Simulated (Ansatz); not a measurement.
`F[SiH2]O[SiH](Cl)Cl`, relaxed with RKS PBE-D4/def2-SVP in Ansatz from a rough embedded geometry. The force threshold is 0.03 eV/Å; the program also tests the step.

Charge 0, multiplicity 1.

Start:

```xyz
9

F    -2.869    0.066   -0.121
Si   -1.382   -0.143   -0.655
O    -0.337    0.166    0.573
Si    1.217    0.242    0.844
Cl    2.020   -1.617    0.485
Cl    2.135    1.485   -0.440
H    -1.215   -1.573   -1.113
H    -1.144    0.739   -1.816
H     1.575    0.635    2.243
```

```json
{"step": "1", "energy (eV)": "-45580.0373", "largest force (eV/Å)": "2.066", "largest move (Å)": "0.000"}
{"step": "2", "energy (eV)": "-45580.2215", "largest force (eV/Å)": "1.414", "largest move (Å)": "0.097"}
{"step": "3", "energy (eV)": "-45580.2726", "largest force (eV/Å)": "0.298", "largest move (Å)": "0.063"}
{"step": "4", "energy (eV)": "-45580.2768", "largest force (eV/Å)": "0.276", "largest move (Å)": "0.039"}
{"step": "5", "energy (eV)": "-45580.2819", "largest force (eV/Å)": "0.024", "largest move (Å)": "0.057"}
{"step": "6", "energy (eV)": "-45580.2824", "largest force (eV/Å)": "0.042", "largest move (Å)": "0.037"}
{"step": "7 (rejected)", "energy (eV)": "-45580.2823", "largest force (eV/Å)": "0.043", "largest move (Å)": "0.014"}
{"step": "8", "energy (eV)": "-45580.2825", "largest force (eV/Å)": "0.002", "largest move (Å)": "0.006"}
```

End:

```xyz
9

F    -2.875    0.111   -0.018
Si   -1.437   -0.177   -0.726
O    -0.268    0.134    0.422
Si    1.324    0.214    0.843
Cl    2.199   -1.639    0.581
Cl    2.291    1.576   -0.373
H    -1.387   -1.619   -1.118
H    -1.281    0.768   -1.875
H     1.435    0.632    2.265
```

It took 6.5 s on 4 threads of an Intel Xeon 6975P-C on a shared host, with 0.18 GiB of host memory at the peak.
